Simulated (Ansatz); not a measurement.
`[OH][GeH3]` + `CNC` → `C[N](C)[GeH3]` + H₂O at 298.15 K and 1 bar (ligand exchange at a Ge–O bond).

Gas-phase electronic energies from Ansatz, PBE0-D4/def2-TZVP geometries. CBS: MP2 limit from def2 TZ/QZ plus the TZ coupled-cluster correction, frozen cores. This one scheme is used for every species. For Ge outer-core shells are correlated without core-valence functions, which leaves a few kJ/mol of doubt a bond. Scalar relativity is left out up to krypton.

| species | CCSD(T)/CBS energy (Eh) | H − E (kJ/mol) | S (J/(mol·K)) |
| --- | --- | --- | --- |
| `[OH][GeH3]` | -2153.69723 | 109.3 | 272.0 |
| `CNC` | -135.00321 | 256.9 | 271.4 |
| `C[N](C)[GeH3]` | -2212.31524 | 296.4 | 337.1 |
| H₂O | -76.37941 | 66.4 | 188.7 |

H − E and S are ideal-gas, rigid-rotor, harmonic terms from PBE0-D4/def2-TZVP. 1 Eh = 2625.50 kJ/mol, R = 8.31446 J/(mol·K).

Problem. By hand: ΔE, ΔH, ΔS and ΔG.

Solution. ΔE = (-2212.31524) + (-76.37941) − (-2153.69723) − (-135.00321) = 0.00579 Eh = 15.2 kJ/mol. Δ(H − E) = 296.4 + 66.4 − 109.3 − 256.9 = -3.4, so ΔH = 11.8 kJ/mol. ΔS = 337.1 + 188.7 − 272.0 − 271.4 = -17.6 J/(mol·K). ΔG = 11.8 − 298.15 × (-17.6)/1000 = 17.0 kJ/mol.

Problem. By hand: the equilibrium constant, and the temperature at which ΔG would vanish if ΔH and ΔS stayed fixed.

Solution. log₁₀ K = −ΔG/(RT ln 10) = -3.0. ΔH and −TΔS have one sign here, so there is no such temperature.

TΔS isn't small against ΔH here. A doubt of 5 kJ/mol in ΔE shifts log₁₀ K by 0.9 here. These are equilibria of isolated gas molecules and say nothing of rates. Largest T1 diagnostic: 0.011 (customary marks: 0.02 for closed shells, 0.045 for open ones).
